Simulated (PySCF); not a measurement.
From one molecule to another.

First species: C₆H₇F.
Cartesian coordinates in Å at the GFN2-xTB level; atoms count from 1:
```
atom  x, y, z in Å
C1    -0.6889   -0.6219    1.7546
C2    -1.0457   -0.6010    0.4776
C3    -0.1699   -0.2883   -0.6509
C4    -0.4169   -0.7898   -1.8662
C5     0.9941    0.5805   -0.4443
C6     1.1226    1.5770    0.4195
F7     2.0171    0.3392   -1.3033
H8     0.3094   -0.3805    2.0779
H9    -1.3866   -0.9029    2.5248
H10   -2.0484   -0.8978    0.1979
H11   -1.2688   -1.4215   -2.0504
H12    0.2314   -0.5922   -2.7023
H13    2.0220    2.1660    0.4499
H14    0.3279    1.8326    1.0931
```

Second species: C₄H₉FOSi.
InChI=1S/C4H9FOSi/c1-4(7-6)2-3-5/h6H,1-3,7H2

Levels: PBE0/def2-SVPD for dipole moment, HOMO energy, LUMO energy, HOMO–LUMO gap, static isotropic polarisability and electronic spatial extent ⟨r²⟩ about the centre of nuclear charge; TDDFT PBE0/def2-SVPD for lowest singlet excitation; TDA PBE0/def2-SVPD for lowest triplet excitation (Tamm–Dancoff); GFN2-xTB for rotational constant A and rotational constant C. Geometries: GFN2-xTB. Each structure is a single optimised conformer of the isolated species, non-relativistic unless stated; the electronic structure was computed with PySCF and density fitting.

The conformers computed, where there is a choice (atom-mapped SMILES and torsion angles):
- `[CH2:1]=[CH:2][C:3](=[CH2:4])[C:5](=[CH2:6])[F:7]`: C1–C2–C3–C4 153°, C2–C3–C5–C6 -31°
- `[CH2:1]=[C:2]([CH2:3][CH2:4][F:5])[SiH2:6][OH:7]`: C1–C2–C3–C4 100°, C2–C3–C4–F5 73°, C1–C2–Si6–O7 -107°, H–O7–Si6–C2 -52°

| property | column X | column Y |
| --- | --- | --- |
| dipole moment | 3.00 D | 1.55 D |
| HOMO energy | -7.87 eV | -6.81 eV |
| LUMO energy | -0.63 eV | -1.31 eV |
| HOMO–LUMO gap | 7.24 eV | 5.50 eV |
| lowest singlet excitation | 6.07 eV | 5.14 eV |
| lowest triplet excitation (Tamm–Dancoff) | 4.20 eV | 2.96 eV |
| static isotropic polarisability | 78.5 au | 76.3 au |
| electronic spatial extent ⟨r²⟩ about the centre of nuclear charge | 1016 bohr² | 766 bohr² |
| rotational constant A | 2.411 GHz | 3.794 GHz |
| rotational constant C | 1.204 GHz | 1.593 GHz |

(1) Which column belongs to which species?

(2) How does each property change from the first species to the second?

## Answers

(1) Column X is the second species and column Y the first. The first has 14 atoms and 52 electrons, the second 16 and 64.

(2) dipole moment +1.45 D; HOMO energy -1.06 eV; LUMO energy +0.68 eV; HOMO–LUMO gap +1.74 eV; lowest singlet excitation +0.93 eV; lowest triplet excitation (Tamm–Dancoff) +1.24 eV; static isotropic polarisability +2.2 au; electronic spatial extent ⟨r²⟩ about the centre of nuclear charge +250 bohr²; rotational constant A -1.383 GHz; rotational constant C -0.389 GHz.

On the first: No computed singlet falls in the visible range (750 to 380 nm, 1.65 to 3.26 eV); S1 lies 1.88 eV above its blue end. A dipole of 1.55 D is allowed in C1, and pure rotational transitions are dipole-allowed.

On the second: S1 lies 1.17 eV below the HOMO–LUMO gap; its leading configuration is HOMO−1→LUMO, weight 0.96. No computed singlet falls in the visible range (750 to 380 nm, 1.65 to 3.26 eV); S1 lies 2.81 eV above its blue end.
